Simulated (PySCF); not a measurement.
SMILES FC(c1sc([SiH3])cc1)(F)F (C5H5F3SSi) (GFN2-xTB optimised geometry):

```
15

F     -2.345    -2.384    -1.039
C     -1.494    -2.364     0.005
F     -2.267    -2.433     1.107
F     -0.805    -3.514    -0.045
C     -0.597    -1.181     0.000
C      0.768    -1.181     0.000
C      1.291     0.124     0.000
C      0.340     1.105     0.001
Si     0.570     2.973     0.003
S     -1.247     0.418     0.001
H      1.361    -2.078    -0.001
H      2.345     0.337     0.000
H      2.013     3.208     0.017
H     -0.050     3.514    -1.207
H     -0.074     3.514     1.199
```

Computed with PySCF with B3LYP/def2-TZVP.

### Question
What are the frontier orbital energies and the dipole moment?

### Answer
HOMO-2 -9.68 eV, HOMO-1 -7.63 eV, HOMO -7.31 eV, LUMO -1.68 eV, LUMO+1 -0.31 eV; dipole moment 3.03 D.

Meta-Löwdin charges at B3LYP/def2-TZVP: F1 -0.28, C2 0.79, F3 -0.28, F4 -0.27, C5 -0.19, C6 -0.12, C7 -0.13, C8 -0.35, Si9 0.53, S10 0.32, H11 0.14, H12 0.13, H13 -0.09, H14 -0.10, H15 -0.10.
